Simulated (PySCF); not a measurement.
**Spin-rotation constants: `N#C[C@@H]1CC=C[S@@](=O)C1`, C6H7NOS**

Geometry (Å), atoms numbered from 1 in this order:
```xyz
16

N    -2.7593   -2.0527    0.4988
C    -1.8272   -1.3912    0.4984
C    -0.6509   -0.5555    0.4599
C    -0.9670    0.7552   -0.2705
C     0.2459    1.5845   -0.5428
C     1.5025    1.2146   -0.3795
S     2.0586   -0.3939    0.2721
O     1.9793   -0.2685    1.7301
C     0.5030   -1.2857   -0.2109
H    -0.3435   -0.3424    1.4953
H    -1.6740    1.3439    0.3201
H    -1.4578    0.5360   -1.2265
H     0.0277    2.5763   -0.9229
H     2.3238    1.8798   -0.5912
H     0.4330   -1.2835   -1.2965
H     0.5983   -2.3080    0.1546
```

Method: GIAO B97-2/pcSseg-1 magnetisability, rotational g tensor and spin-rotation constants, non-relativistic, gas phase (PySCF 2.14.0). Geometry: GFN2-xTB.

Task: Give the nuclear spin-rotation constants along the inertial axes (H = +C I·J) beside the isotropic shieldings.

Result: Rotational constants 2.5527, 1.0788, 0.8580 GHz. A star marks the isotopologue with that one atom substituted, in its own axes.
| atom | isotope | Caa (kHz) | Cbb (kHz) | Ccc (kHz) | mean (kHz) | σ (ppm) |
| --- | --- | --- | --- | --- | --- | --- |
| N1 | 14N | 0.084 | 0.229 | 0.188 | 0.167 | -25.3 |
| H10 | 1H | -0.211 | -0.097 | 0.006 | -0.101 | 27.9 |
| H11 | 1H | -0.199 | -0.093 | -0.017 | -0.103 | 29.1 |
| H12 | 1H | -0.185 | -0.093 | -0.028 | -0.102 | 29.4 |
| H13 | 1H | -0.265 | 0.106 | -0.095 | -0.085 | 25.2 |
| H14 | 1H | 0.200 | -0.072 | -0.107 | 0.007 | 25.1 |
| H15 | 1H | -0.282 | -0.103 | 0.006 | -0.126 | 29.7 |
| H16 | 1H | -0.231 | 0.032 | -0.104 | -0.101 | 28.8 |
| C2 | 13C* | 0.040 | 0.470 | 0.391 | 0.300 | 62.0 |
| C3 | 13C* | 0.360 | 0.134 | 0.120 | 0.205 | 172.3 |
| C4 | 13C* | 0.454 | 0.187 | 0.130 | 0.257 | 151.1 |
| C5 | 13C* | 0.931 | 0.504 | 0.118 | 0.518 | 48.3 |
| C6 | 13C* | 1.103 | 0.417 | 0.139 | 0.553 | 46.5 |
| S7 | 33S* | 1.183 | 0.457 | 0.224 | 0.622 | 227.3 |
| O8 | 17O* | -0.108 | -0.017 | -0.233 | -0.119 | 263.4 |
| C9 | 13C* | 0.455 | 0.231 | 0.169 | 0.285 | 132.5 |

For the geometry as given, no vibrational averaging.
